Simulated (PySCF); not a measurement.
Working out the ionisation energy of Zn

Zn [Ar] 3d10 4s2 (1S) → Zn⁺ [Ar] 3d10 4s1 (2S). Computed with PySCF 2.14 in 6-31G* (5s4p2d1f, 34 functions), with no relativity, point nucleus. Frozen: [Ar]. Energies in hartree (1 hartree = 27.21139 eV):

```tsv
part	Zn (lower)	Zn⁺ (upper)
UHF	-1777.481098	-1777.209131
CCSD correlation	-0.233468	-0.195072
(T)	-0.006892	-0.005489
```

Task: What does Hartree-Fock give?

Result: (-1777.209131) − (-1777.481098) = 0.271967 hartree = 7.401 eV.

Task: What do CCSD and CCSD(T) give?

Result: The CCSD correlation energies differ by 0.038396 hartree = 1.045 eV and the triples by 0.001403 hartree = 0.038 eV, so CCSD gives 8.446 eV and CCSD(T) 8.484 eV.

Measured between the centres of the two terms (NIST): 9.394 eV, so CCSD(T) (valence) is off by -0.910 eV.

The calculation is non-relativistic.

What remains against the reference includes basis incompleteness, the frozen core and higher excitations.
